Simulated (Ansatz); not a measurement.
Si(OH)3(NH2) (H5NO3Si), SMILES N[Si](O)(O)O.

Geometry: ωB97X-D3(BJ)/def2-SVP. The geometry has at least one imaginary mode, so it is a saddle point at that level. The values are those of a single conformer.

Two levels are set side by side: PBE/def2-SVPD (Ansatz, an electronic-structure program) and CAM-B3LYP/def2-SVPD (Ansatz). Energy differences of separate SCF runs at the same geometry; the states with an electron removed or added have multiplicity 2 and 2. Differences are taken from unrounded values.

```tsv
quantity	CAM-B3LYP
vertical ionisation energy (eV)	10.70
vertical singlet–triplet gap (eV)	6.69
```

What does PBE give, and how far is it from CAM-B3LYP? (The exact figures need the calculation; the answer reports its results.)


```csv
quantity,PBE,PBE minus CAM-B3LYP
vertical ionisation energy (eV),10.03,-0.67
vertical singlet–triplet gap (eV),6.11,-0.58
```
